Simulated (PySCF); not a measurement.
def2 core potentials replace the inner electrons of Sn.

Excitations are Tamm–Dancoff values on a coarser integration grid. The basis has no diffuse functions, so Rydberg states are missing or too high.

Cartesian coordinates (Å):
SMILES: C[O][Sn]([O]C)([O]C)[C](F)(F)F
```xyz
20

C      2.5515     1.0393     0.8772
O      1.6087     1.2203    -0.1521
Sn     0.1510    -0.0659    -0.4368
O     -0.3234    -0.6751     1.3819
C     -1.4289    -1.5098     1.6117
O     -1.3285     0.8919    -1.3050
C     -1.7619     2.1369    -0.8140
C      0.6581    -1.7844    -1.7186
F      0.8941    -1.4272    -2.9767
F      1.7509    -2.3923    -1.2500
F     -0.3354    -2.6772    -1.7204
H      3.1092     1.9825     0.9961
H      3.2839     0.2456     0.6388
H      2.0851     0.7938     1.8477
H     -1.4696    -1.7398     2.6890
H     -2.3882    -1.0331     1.3355
H     -1.3632    -2.4721     1.0693
H     -0.9372     2.8646    -0.7093
H     -2.2670     2.0511     0.1663
H     -2.4895     2.5510    -1.5306
```
Charge 0, spin multiplicity 1.

**Question.** Give the S1–T1 gap (TDA), HOMO–LUMO gap and total energy at the level CAM-B3LYP-D3(BJ)/def2-SVP // PBE0-D3(BJ)/def2-SVP (PySCF).

**Answer.** 
```yaml
S1–T1 gap (TDA): 0.61 eV
HOMO–LUMO gap: 9.07 eV
total_energy: -896.5710 Ha
```
